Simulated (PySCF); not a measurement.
A run for PySCF: D3(BJ) and D4 dispersion corrections on BrH5OSi (a complex).

```python
from pyscf import gto
from pyscf.dispersion import dftd3, dftd4

mol = gto.M(
    atom='''
    Br   -0.46725957   -1.37691034   -0.09631907
    H     0.41335495   -0.30808090    0.25409780
    O    -1.03932903   -0.11383129    3.18656952
    Si    0.56041697    0.22257232    3.38752534
    H    -1.28646074   -0.70184546    2.46536329
    H     1.34414409   -0.97017066    3.78914431
    H     0.64222808    1.26150427    4.43162863
    H     1.16266353    0.74224166    2.12706578
    ''',
    basis='def2-svp',
    charge=0, spin=0, verbose=0, max_memory=1800)
d3, d4 = {}, {}
for xc in ['hf', 'pbe', 'blyp', 'revpbe', 'tpss', 'r2scan', 'b3lyp', 'pbe0', 'bhlyp', 'camb3lyp', 'b2plyp']:
    d3[xc] = float(dftd3.DFTD3Dispersion(mol, xc=xc, version='d3bj', atm=False).get_dispersion()['energy'])
    print(f'D3(BJ) {xc:10s} {d3[xc]:14.8f} Eh')
for xc in ['hf', 'pbe', 'blyp', 'revpbe', 'tpss', 'r2scan', 'b3lyp', 'pbe0', 'bhlyp', 'camb3lyp', 'b2plyp']:
    d4[xc] = float(dftd4.DFTD4Dispersion(mol, xc={'camb3lyp': 'cam-b3lyp'}.get(xc, xc), atm=True).get_dispersion()['energy'])
    print(f'D4     {xc:10s} {d4[xc]:14.8f} Eh')
```

Program output:

```
D3(BJ) hf            -0.03592307 Eh
D3(BJ) pbe           -0.00506454 Eh
D3(BJ) blyp          -0.01098535 Eh
D3(BJ) revpbe        -0.01238536 Eh
D3(BJ) tpss          -0.00656568 Eh
D3(BJ) r2scan        -0.00148050 Eh
D3(BJ) b3lyp         -0.00900921 Eh
D3(BJ) pbe0          -0.00455046 Eh
D3(BJ) bhlyp         -0.00710148 Eh
D3(BJ) camb3lyp      -0.00435405 Eh
D3(BJ) b2plyp        -0.00431337 Eh
D4     hf            -0.01481262 Eh
D4     pbe           -0.00455072 Eh
D4     blyp          -0.00981860 Eh
D4     revpbe        -0.01305963 Eh
D4     tpss          -0.00616510 Eh
D4     r2scan        -0.00115816 Eh
D4     b3lyp         -0.00732686 Eh
D4     pbe0          -0.00392428 Eh
D4     bhlyp         -0.00567806 Eh
D4     camb3lyp      -0.00403738 Eh
D4     b2plyp        -0.00323880 Eh
```

The run finished.

Cost: roughly 0.05 core-seconds.
